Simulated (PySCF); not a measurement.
C₄H₉Cl, charge -1, doublet, at the geometry of the source list (a state made from the parent by changing its charge; the spin is typed, not shown lowest) (in this run its highest filled SCF level lies above zero, so its values depend strongly on the basis, on diffuse functions most of all); B3LYP/3-21G (PySCF).

The PySCF input:
```python
from pyscf import gto, scf, dft

mol = gto.Mole()
mol.atom = '''
    C    -0.298700    1.426100   -0.009000
    C     0.031300   -0.019500    0.334200
    C     1.359800   -0.446300   -0.273500
    C    -1.094500   -0.959000   -0.073700
    Cl    0.199500   -0.124400    2.131600
    H    -0.408100    1.530000   -1.086400
    H    -1.227600    1.729700    0.466900
    H     0.494400    2.089500    0.326700
    H     2.161000    0.207800    0.060900
    H     1.602700   -1.465700    0.015500
    H     1.298100   -0.396300   -1.358500
    H    -1.226800   -0.923800   -1.152900
    H    -2.027400   -0.667200    0.401900
    H    -0.863800   -1.980900    0.216300
'''
mol.basis = '3-21g'
mol.charge = -1
mol.spin = 1
mol.verbose = 4
mol.build()

mf = dft.UKS(mol)
mf.xc = 'b3lyp'
mf.damp = 0.5
mf.diis_start_cycle = 5
mf.kernel()
```

**Question.** What does PySCF print? Leave out banner, timings and long lists.

**Answer.** 
```
PySCF version 2.14.0

[INPUT] verbose = 4
[INPUT] num. atoms = 14
[INPUT] num. electrons = 51
[INPUT] charge = -1
[INPUT] spin (= nelec alpha-beta = 2S) = 1
[INPUT] symmetry False subgroup None
[INPUT] Mole.unit = angstrom
[INPUT] Symbol           X                Y                Z      unit          X                Y                Z       unit  Magmom
[INPUT]  1 C     -0.298700000000   1.426100000000  -0.009000000000 AA   -0.564461193408   2.694938426242  -0.017007535121 Bohr   0.0
[INPUT]  2 C      0.031300000000  -0.019500000000   0.334200000000 AA    0.059148427699  -0.036849659429   0.631546470830 Bohr   0.0
[INPUT]  3 C      1.359800000000  -0.446300000000  -0.273500000000 AA    2.569649584184  -0.843384769393  -0.516840095069 Bohr   0.0
[INPUT]  4 C     -1.094500000000  -0.959000000000  -0.073700000000 AA   -2.068305243336  -1.812247353458  -0.139272815380 Bohr   0.0
[INPUT]  5 Cl     0.199500000000  -0.124400000000   2.131600000000 AA    0.377000361851  -0.235081929896   4.028140207123 Bohr   0.0
[INPUT]  6 H     -0.408100000000   1.530000000000  -1.086400000000 AA   -0.771197231435   2.891280970585  -2.052998461727 Bohr   0.0
[INPUT]  7 H     -1.227600000000   1.729700000000   0.466900000000 AA   -2.319827790516   3.268659277660   0.882313127559 Bohr   0.0
[INPUT]  8 H      0.494400000000   2.089500000000   0.326700000000 AA    0.934280595985   3.948582737279   0.617373524895 Bohr   0.0
[INPUT]  9 H      2.161000000000   0.207800000000   0.060900000000 AA    4.083698155185   0.392685088685   0.115084320986 Bohr   0.0
[INPUT] 10 H      1.602700000000  -1.465700000000   0.015500000000 AA    3.028664059840  -2.769771580775   0.029290754931 Bohr   0.0
[INPUT] 11 H      1.298100000000  -0.396300000000  -1.358500000000 AA    2.453053482298  -0.748898463165  -2.567192940222 Bohr   0.0
[INPUT] 12 H     -1.226800000000  -0.923800000000  -1.152900000000 AA   -2.318316009616  -1.745728993873  -2.178665249011 Bohr   0.0
[INPUT] 13 H     -2.027400000000  -0.667200000000   0.401900000000 AA   -3.831230744943  -1.260825270310   0.759480929463 Bohr   0.0
[INPUT] 14 H     -0.863800000000  -1.980900000000   0.216300000000 AA   -1.632345426399  -3.743358480151   0.408747760743 Bohr   0.0

nuclear repulsion = 242.347989540722
number of shells = 45
number of NR pGTOs = 114
number of NR cGTOs = 67
basis = 3-21g
ecp = {}

******** <class 'pyscf.dft.uks.UKS'> ********
method = UKS
initial guess = minao
damping factor = 0.5
level_shift factor = 0
DIIS = <class 'pyscf.scf.diis.CDIIS'>
diis_start_cycle = 5
diis_space = 8
diis_damp = 0
SCF conv_tol = 1e-09
SCF conv_tol_grad = None
SCF max_cycles = 50
direct_scf = True
direct_scf_tol = 1e-13
number electrons alpha = 26  beta = 25
XC library pyscf.dft.libxc version 7.1.2
    S. Lehtola, C. Steigemann, M. J. T. Oliveira, and M. A. L. Marques,  SoftwareX 7, 1–5 (2018)
XC functionals = b3lyp
    P. J. Stephens, F. J. Devlin, C. F. Chabalowski, and M. J. Frisch,  J. Phys. Chem. 98, 11623 (1994)
radial grids:
    Treutler-Ahlrichs [JCP 102, 346 (1995); DOI:10.1063/1.469408] (M4) radial grids

becke partition: Becke, JCP 88, 2547 (1988); DOI:10.1063/1.454033
pruning grids: <function nwchem_prune>
grids dens level: 3
symmetrized grids: False
atomic radii adjust function: <function treutler_atomic_radii_adjust>
small_rho_cutoff = 0
Set gradient conv threshold to 3.16228e-05
tot grids = 163624
init E= -614.89591921528

cycle= 1 E= -614.776735120064  delta_E= 0.119  |g|= 0.41  |ddm|= 4.01
cycle= 2 E= -614.87629499556  delta_E= -0.0996  |g|= 0.0821  |ddm|=  1.8
cycle= 3 E= -614.879615583018  delta_E= -0.00332  |g|= 0.0298  |ddm|= 0.419
cycle= 4 E= -614.880116360428  delta_E= -0.000501  |g|= 0.013  |ddm|= 0.114
cycle= 5 E= -614.880219016931  delta_E= -0.000103  |g|= 0.00878  |ddm|= 0.101
cycle= 6 E= -614.880178844131  delta_E= 4.02e-05  |g|= 0.0123  |ddm|= 0.0678
cycle= 7 E= -614.880261157172  delta_E= -8.23e-05  |g|= 0.000897  |ddm|= 0.0618
cycle= 8 E= -614.880262343263  delta_E= -1.19e-06  |g|= 0.000147  |ddm|= 0.018
cycle= 9 E= -614.880262427999  delta_E= -8.47e-08  |g|= 4.57e-05  |ddm|= 0.0067
cycle= 10 E= -614.880262436424  delta_E= -8.43e-09  |g|= 3.18e-05  |ddm|= 0.00198
cycle= 11 E= -614.880262438764  delta_E= -2.34e-09  |g|= 1.15e-05  |ddm|= 0.000989
cycle= 12 E= -614.880262439325  delta_E= -5.61e-10  |g|= 2.43e-06  |ddm|= 0.000702
Extra cycle  E= -614.880262439341  delta_E= -1.58e-11  |g|= 2.11e-06  |ddm|= 6.41e-05
converged SCF energy = -614.880262439341  <S^2> = 0.75152511  2S+1 = 2.0015245
```
